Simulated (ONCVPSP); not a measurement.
**Ru, ONCV: configuration errors across variants**

```json
{
  "Element": "ruthenium",
  "Generator": "ONCVPSP 4.0.1",
  "Type": "optimised norm-conserving Vanderbilt (ONCV)",
  "Functional": "LDA (Perdew-Zunger)",
  "Relativity": "scalar-relativistic",
  "Frozen core": "[Ar] 3d10",
  "Valence charge": "16",
  "Reference configuration": "4s2 4p6 4d6 (charge +2)",
  "Partial waves": "4s: rc 1.35 bohr, ncon 4, nbas 8, qcut 8.8 1/bohr, 2 projectors, debl 3.7 Ha; 4p: rc 1.80 bohr, ncon 4, nbas 8, qcut 6.5 1/bohr, 2 projectors, debl 0.5 Ha; 4d: rc 1.35 bohr, ncon 3, nbas 8, qcut 9.2 1/bohr, local",
  "Local potential": "the d channel",
  "Core correction": "Teter function fitted to the true core (icmod 2), fcfact 0.55"
}
```

In the p channel the program set the typed energies aside and used -2.446, 0.250 Ha.

All-electron excitation energies from the reference (eV): (1) 4s2 4p6 4d7 5s1 -26.051; (2) 4s2 4p6 4d7 -18.437; (3) 4s2 4p6 4d5 30.849; (4) 4s2 4p6 4d6 5s1 5p1 -20.392.

A true bound ghost makes a file unfit for plane-wave use even where its test errors are small: the radial tests pick states by their node count and pass the ghost by.

Errors AE − PS in meV (a dash: test not solved or not reliable):

| change | (1) | (2) | (3) | (4) | bound ghosts | GHOST(+) flags above zero |
| --- | --- | --- | --- | --- | --- | --- |
| base | +2.0 | +1.6 | +1.5 | +2.2 | none | s |
| d: qcut 5.6 | -9.6 | +1.7 | -5.9 | -11 | s | none |
| d: qcut 6.5 | -4.3 | +1.4 | -2.2 | -4.6 | s | none |
| d: qcut 7.4 | -0.3 | +1.4 | 0.0 | -0.2 | none | s |
| d: qcut 8.2 | +1.3 | +1.5 | +1.0 | +1.4 | none | none |
| d: qcut 9.1 | +2.0 | +1.6 | +1.5 | +2.1 | none | s |
| d: qcut 10.2 | +2.3 | +1.7 | +1.7 | +2.4 | none | s |
| d: qcut 11.1 | +2.4 | +1.7 | +1.8 | +2.5 | none | s |
| d: qcut 12.9 | +2.4 | +1.7 | +1.8 | +2.5 | none | s |
| d: qcut 13.8 | +2.3 | +1.7 | +1.7 | +2.4 | none | s |

Give the same row for: d: qcut 12.

+2.4, +1.7, +1.8, +2.5; bound ghosts: none; GHOST(+) flags above zero: s.
